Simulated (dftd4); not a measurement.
acetone (C₃H₆O), singlet, geometry from GFN2-xTB; D4 for pbe0 (dftd4 4.2.0).

dftd4 was given this input:
```
$ dftd4 mol.xyz --func pbe0 --charge 0 --json dftd4.json --noedisp

# file mol.xyz
10

O     -0.00202356     0.00502782     1.40163302
C     -0.00028613     0.00071094     0.19819253
C     -0.00598572     1.26596943    -0.62421820
C      0.00777494    -1.27041500    -0.61510003
H      0.00018810     2.13672408     0.02569315
H     -0.00028442    -2.13648476     0.04102096
H     -0.89240581     1.29081337    -1.25420279
H      0.86770223     1.28962202    -1.27163889
H      0.89601009    -1.29976872    -1.24232811
H     -0.86404026    -1.29872071    -1.26485435
```

Problem. Write the output that dftd4 gives for this input, abridged.

Solution. 
```
                    ____  _____ _____     ____  _  _
      -------------|  _ \|  ___|_   _|---|  _ \| || |------------
     |             | | | | |_    | | ___ | | | | || |_           |
     |             | |_| |  _|   | ||___|| |_| |__   _|          |
     |             |____/|_|     |_|     |____/   |_|            |
     |             ===================================           |
     |            E. Caldeweyher, S. Ehlert & S. Grimme          |
     |          Mulliken Center for Theoretical Chemistry        |
     |                    University of Bonn                     |
      -----------------------------------------------------------

Rational (Becke-Johnson) damping: pbe0-D4-ATM
---------------------
  s6         1.0000
  s8         1.2007
  s9         1.0000
  a1         0.4009
  a2         5.0293
 alp        16.0000
--------------------

Dispersion energy:      -4.4169493912269E-03 Eh

[Info] JSON dump of results written to 'dftd4.json'
```
